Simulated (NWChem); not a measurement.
System: CrNH₃S₂O; SMILES [S]=[Cr]([NH2])([OH])=[S]

NWChem input:

```
start job
memory heap 200 mb stack 900 mb global 1100 mb
geometry units angstroms
  Cr    -0.280197     0.087528    -0.149543
  S      1.176467     1.356564     0.584408
  S      0.450224    -1.832182     0.079242
  O     -0.613162     0.421143    -1.776040
  H     -0.779358     0.605486    -2.699998
  N     -1.626004     0.203333     1.054388
  H     -1.911667     1.047436     1.547228
  H     -2.274205    -0.544374     1.295050
end
basis spherical
  * library def2-svp
end
dft
  xc pbe0
  iterations 150
end
driver
  maxiter 120
end
task dft optimize
```

Not confirmed as a minimum by frequencies.

The level has its own optimisation.

Q: What results follow from this input? (PBE0/def2-SVP.) Quantities: r Cr–S (Å); r Cr–O (Å); r Cr–N (Å); r H–O (Å); dipole (D).

A: 
```
Quantity    Value
----------  -----
r Cr–S (Å)  1.971
r Cr–O (Å)  1.736
r Cr–N (Å)  1.754
r H–O (Å)   0.967
dipole (D)   1.64
```
